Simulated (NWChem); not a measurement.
System meant: CHCl2F; SMILES FC(Cl)Cl

NWChem input:

```
start job
memory heap 200 mb stack 900 mb global 1100 mb
geometry units angstroms noautoz
  F      1.595170    -0.180946     0.000000
  C      0.387231     0.409365     0.000000
  Cl    -0.499408    -0.060264    -1.481892
  Cl    -0.499408    -0.060264     1.481892
  H      0.496253     1.492366     0.000000
end
basis spherical
  F library def2-svp
  C library def2-svp
  Cl library def2-svp
  H library def2-svp
end
dft
  xc b3lyp
  iterations 4
  mulliken
end
task dft energy
```

End of the output:

```
    Atom       Charge   Shell Charges
 -----------   ------   -------------------------------------------------------
    1 F    9     9.08   1.98  1.02  0.74  3.22  2.10  0.01
    2 C    6     6.06   1.96  0.66  0.36  1.71  1.15  0.21
    3 Cl  17    16.93   2.00  1.96  1.06  0.79  5.82  2.27  3.00  0.04
    4 Cl  17    16.93   2.00  1.96  1.06  0.79  5.82  2.27  3.00  0.04
    5 H    1     0.99   0.66  0.25  0.07

 center of mass
 --------------
 x =   0.00269796 y =  -0.03312726 z =   0.00000000

 moments of inertia (a.u.)
 ------------------
         566.698247954572          -0.000000000000           0.000000000000
          -0.000000000000         790.713747926465           0.000000000000
           0.000000000000           0.000000000000         260.499156258765

     Multipole analysis of the density
     ---------------------------------

     L   x y z        total         alpha         beta         nuclear
     -   - - -        -----         -----         ----         -------
     0   0 0 0     -0.000000    -25.000000    -25.000000     50.000000

     1   1 0 0     -0.011170     -0.005585     -0.005585      0.000000
     1   0 1 0      0.517041      0.258521      0.258521     -0.000000
     1   0 0 1      0.000000      0.000000      0.000000      0.000000

     2   2 0 0    -27.292121    -71.710936    -71.710936    116.129752
     2   1 1 0      0.802889     -0.400857     -0.400857      1.604603
     2   1 0 1     -0.000000     -0.000000     -0.000000      0.000000
     2   0 2 0    -25.023211    -19.039232    -19.039232     13.055253
     2   0 1 1     -0.000000     -0.000000     -0.000000      0.000000
     2   0 0 2    -26.631918   -146.631169   -146.631169    266.630419

 ------------------------------------------------------------------------
 dft energy failed                                                                                  0
 ------------------------------------------------------------------------
 ------------------------------------------------------------------------
  current input line :
    21: task dft energy
 ------------------------------------------------------------------------
 ------------------------------------------------------------------------
 This type of error is most commonly associated with calculations not reaching convergence criteria
 ------------------------------------------------------------------------
 For more information see the NWChem manual at https://nwchemgit.github.io

0:dft energy failed:Received an Error in Communication
```

Task: Can this run be used? If not, why, and what is the fix?

Result: Convergence was not reached. Cause: the SCF was allowed too few iterations. This input runs:
```
start job
memory heap 200 mb stack 900 mb global 1100 mb
geometry units angstroms noautoz
  F      1.595170    -0.180946     0.000000
  C      0.387231     0.409365     0.000000
  Cl    -0.499408    -0.060264    -1.481892
  Cl    -0.499408    -0.060264     1.481892
  H      0.496253     1.492366     0.000000
end
basis spherical
  * library def2-svp
end
dft
  xc b3lyp
  iterations 150
  mulliken
end
task dft energy
```
It converges to -1058.56269 Ha (B3LYP/def2-SVP).
